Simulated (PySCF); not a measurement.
SnHBr, SMILES [Br][SnH] (connectivity only; charge and spin as stated), neutral, multiplicity 1.

Geometry: PBE0-D3(BJ)/def2-TZVP. The def2 effective core potentials stand for the cores of Sn; spin–orbit coupling is left out.

All values below come from PySCF with B3LYP/def2-TZVPD.

Computed frontier levels, gap, dipole moment and polarisability:
The highest occupied level is -6.82 eV. The lowest empty level is -3.38 eV and the orbital gap is 3.44 eV. The dipole moment is 2.68 D and the quadrupole, principal values (traceless, Buckingham form, about the centre of nuclear charge) is -4.72, -0.28, 5.00 D·Å. The mean static polarisability is 69.0 bohr³ (10.22 Å³) and the polarisability, principal values is 52.1, 64.8, 90.0 bohr³.
